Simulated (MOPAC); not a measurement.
MOPAC input (MNDO):

```
MNDO 1SCF CHARGE=-1 GEO-OK AUX(PRECISION=9) THREADS=1
H2BO3

O    -1.26086241 1   -0.78307349 1   -0.05683635 1
B    -0.17650904 1   -0.10962302 1   -0.00795656 1
O    -0.11286221 1    1.35319323 1    0.00031994 1
O     1.16142137 1   -0.70197318 1    0.04694635 1
H     0.74460991 1    1.66252637 1    0.30457658 1
H     1.83636129 1   -0.05958372 1   -0.18823320 1
```

From the last part of the output:

```
                                                       MOPAC v23.2.5 Linux

          FINAL HEAT OF FORMATION =       -225.61778 KCAL/MOL =    -943.98478 KJ/MOL

          COSMO AREA              =         84.96 SQUARE ANGSTROMS
          COSMO VOLUME            =         66.33 CUBIC ANGSTROMS

          IONIZATION POTENTIAL    =          3.932155 EV
          HOMO LUMO ENERGIES (EV) =         -3.932  9.477
          NO. OF FILLED LEVELS    =         12
          MOLECULAR WEIGHT        =         60.8240         POINT GROUP:  C2

          MOLECULAR DIMENSIONS (Angstroms)

            Atom       Atom       Distance
            H     6    O     1     3.18332
            H     5    O     4     2.41169
            O     3    H     5     0.32776

          SCF CALCULATIONS        =          1

   ATOM   CHEMICAL          X               Y               Z
  NUMBER   SYMBOL      (ANGSTROMS)     (ANGSTROMS)     (ANGSTROMS)

     1       O         -1.26086241  *  -0.78307349  *  -0.05683635  *
     2       B         -0.17650904  *  -0.10962302  *  -0.00795656  *
     3       O         -0.11286221  *   1.35319323  *   0.00031994  *
     4       O          1.16142137  *  -0.70197318  *   0.04694635  *
     5       H          0.74460991  *   1.66252637  *   0.30457658  *
     6       H          1.83636129  *  -0.05958372  *  -0.18823320  *

                             CARTESIAN COORDINATES

   1    O       -1.260862410    -0.783073490    -0.056836350
   2    B       -0.176509040    -0.109623020    -0.007956560
   3    O       -0.112862210     1.353193230     0.000319940
   4    O        1.161421370    -0.701973180     0.046946350
   5    H        0.744609910     1.662526370     0.304576580
   6    H        1.836361290    -0.059583720    -0.188233200

           Empirical Formula: H2 O3 B  =     6 atoms

      MOLECULAR POINT GROUP   :   C2

                  EIGENVALUES
 -35.29518 -32.88207 -31.49482 -13.97360 -13.23316  -9.81449  -8.45227  -7.83588
  -7.10740  -6.20366  -4.41603  -3.93215   9.47698   9.86091  10.72022  11.26744
  14.42734  16.02764

              NET ATOMIC CHARGES AND DIPOLE CONTRIBUTIONS

  ATOM NO.   TYPE          CHARGE      No. of ELECS.   s-Pop       p-Pop
    1          O          -0.501793        6.5018     1.86336     4.63843
    2          B          -0.009805        3.0098     1.08348     1.92632
    3          O          -0.361317        6.3613     1.80965     4.55167
    4          O          -0.361317        6.3613     1.80965     4.55167
    5          H           0.117116        0.8829     0.88288
    6          H           0.117116        0.8829     0.88288
 DIPOLE           X         Y         Z       TOTAL
 POINT-CHG.     2.466     1.531     0.111     2.905
 HYBRID         1.405     0.872     0.063     1.655
 SUM            3.870     2.404     0.174     4.560

          ATOMIC ORBITAL ELECTRON POPULATIONS

     Atom    s        px        py        pz
    1  O   1.86336   1.40267   1.68215   1.55360
    2  B   1.08348   0.69142   0.65073   0.58418
    3  O   1.80965   1.33014   1.37055   1.85098
    4  O   1.80965   1.20509   1.46655   1.88003
    5  H   0.88288
    6  H   0.88288

 **********************
 *                    *
 * JOB ENDED NORMALLY *
 *                    *
 **********************

 == MOPAC DONE ==
```

The dipole moment of an ion depends on the origin.
